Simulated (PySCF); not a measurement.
Si(Cl)2(OMe)(SH) (CH4Cl2OSSi), SMILES CO[Si](S)(Cl)Cl. Atoms are numbered in the order given.

```xyz
10

C     -2.3225     0.0180     1.2953
O     -1.3575     0.7320     0.5400
Si     0.0416     0.1238    -0.0536
S      1.3169    -0.3813     1.5836
Cl     0.8365     1.5713    -1.2715
Cl    -0.3165    -1.5629    -1.2010
H     -3.1354     0.7123     1.5511
H     -1.8875    -0.3816     2.2273
H     -2.7385    -0.8209     0.7124
H      2.0613    -1.2491     0.8604
```
Charge 0, spin multiplicity 1.

The structure is a stationary point at B3LYP-D3(BJ)/def2-SVP. This is a generated structure with no PubChem entry under its InChIKey; it may be hypothetical. Other conformers were not sampled.

These are PBE0/pcSseg-1 run with PySCF values and carry that method's errors.

GIAO shieldings, no solvent; atoms listed in one row are averaged. δ = σ(ref) − σ: ¹³C against TMS (σ = 186.3 ppm); ¹⁷O against H2O (σ = 334.2 ppm); ²⁹Si against TMS (σ = 352.7 ppm); ³³S against H2S (σ = 716.7 ppm); ³⁵Cl against HCl (σ = 945.9 ppm); ¹H against TMS (σ = 31.56 ppm), references at their B3LYP-D3(BJ)/def2-TZVP geometries, non-relativistic (without spin–orbit terms, shifts of atoms bonded to Cl or Br come out too high).

Computed chemical shifts:
```
nucleus       atoms  count  δ (ppm)
-------  ----------  -----  -------
¹³C              C1      1     56.3
¹⁷O              O2      1     71.4
²⁹Si            Si3      1      9.6
³³S              S4      1     86.8
³⁵Cl            Cl5      1    163.5
³⁵Cl            Cl6      1    155.3
¹H       H7, H8, H9      3     4.07
¹H              H10      1     1.64
```
